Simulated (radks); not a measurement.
Mg2+, 10 electrons, occupied as 1s1 2s2 2p6 3p1 (not the ground configuration). All-electron calculation, Dirac Kohn-Sham, exchange-only B88, spin-unpolarised, spherical densities, point nucleus; open shells are shared between the two j in proportion to 2j + 1. Program: a radial shooting solver on a logarithmic mesh with Libxc functionals.

Spin-orbit splittings of the eigenvalues, e(l+1/2) - e(l-1/2), with zeta = 2 splitting/(2l+1) and mean radii in bohr:

shell  occ.  splitting (eV)  zeta (eV)  <r> j=l-1/2  <r> j=l+1/2
2p        6          0.4125     0.2750       0.6008       0.6028
3p        1               ?          ?        2.558        2.562

Estimate the 3p splitting.

Answer. 0.03114 eV (zeta = 0.02076 eV).
